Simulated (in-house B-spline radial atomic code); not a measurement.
Results of a calculation; reference values are marked as such.
# Correlation energy from the adiabatic connection: −Z exp(−kr)/r, Z = 1.48, k = 0.266

Two electrons in a singlet, external potential −Z exp(−kr)/r, Z = 1.48, k = 0.266 (atomic units). Full CI in B-splines (partial waves to l = 8, correlation up to 0.6 % small) with the density held fixed gives W(λ) = <V_ee>_λ − U, and E_c is the integral of W(λ) − W(0) from 0 to 1.

```json
{"λ": "0", "W(λ) − W(0) (hartree)": "0.00000"}
{"λ": "0.02", "W(λ) − W(0) (hartree)": "-0.00210"}
{"λ": "0.05", "W(λ) − W(0) (hartree)": "-0.00520"}
{"λ": "0.12", "W(λ) − W(0) (hartree)": "-0.01216"}
{"λ": "0.25", "W(λ) − W(0) (hartree)": "-0.02416"}
{"λ": "0.4", "W(λ) − W(0) (hartree)": "-0.03669"}
{"λ": "0.6", "W(λ) − W(0) (hartree)": "-0.05152"}
{"λ": "0.8", "W(λ) − W(0) (hartree)": "-0.06453"}
{"λ": "1", "W(λ) − W(0) (hartree)": "-0.07604"}
```

(1) Integrate the table by the trapezoid rule.

(2) Now use only three numbers: W(0) = -0.64896, the initial slope W'(0) = -0.106 (extrapolated from the first points) and the strong-coupling limit of the point-charge-plus-continuum model, W∞ = -0.93631. What do second-order theory and the interpolation W(λ) = W∞ + (W(0) − W∞)/√(1 + 2χλ) of Seidl, Perdew and Levy give?

Answers

(1) The strips give -0.00002, -0.00011, -0.00061, -0.00236, -0.00456, -0.00882, -0.01161, -0.01406, which sum to -0.04215 hartree. The direct value, W(1) − W(0) + T_c with T_c = 0.03378, is -0.04226; the curve is convex, so chords lie above it and the trapezoids fall short in size by 0.27 %.

(2) Second order keeps the slope alone: E_c = W'(0)/2 = -0.05300, +25 % in size against -0.04226. Matching the slope fixes χ = W'(0)/(W∞ − W(0)) = -0.106/(-0.28735) = 0.36889. Integrating, with s = √(1 + 2χ) = 1.318247, E_c = −(W(0) − W∞)(s − 1)/(s + 1) = −0.28735 × 0.318247/2.318247 = -0.03945 hartree, -6.7 % in size against the full result. At λ = 1 the formula gives W − W(0) = -0.06937 against -0.07604. Part of the miss can come from the model's W∞.
